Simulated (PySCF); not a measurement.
SMILES C[Si](Cl)(I)I (CAM-B3LYP/def2-SVP optimised geometry):

```
8

C     -1.532    -1.844     1.512
Si    -0.894    -0.976     0.000
Cl    -1.555     0.976     0.000
I     -1.724    -2.085    -2.019
I      1.555    -0.976     0.000
H     -1.170    -1.330     2.415
H     -1.185    -2.887     1.530
H     -2.632    -1.832     1.510
```

Computed with CAM-B3LYP/def2-TZVP, def2 effective core potentials past Kr run with PySCF.

Problem. What are the frontier orbital energies and the dipole moment?

Solution. HOMO-2 -9.31 eV, HOMO-1 -9.12 eV, HOMO -8.87 eV, LUMO -0.53 eV, LUMO+1 0.95 eV; dipole moment 1.74 D.

On the same geometry PBE/def2-TZVP, def2 effective core potentials past Kr (PySCF 2.14.0) gives HOMO-2 -6.88 eV, HOMO-1 -6.73 eV, HOMO -6.52 eV, LUMO -2.33 eV, LUMO+1 -0.99 eV; dipole moment 1.68 D.
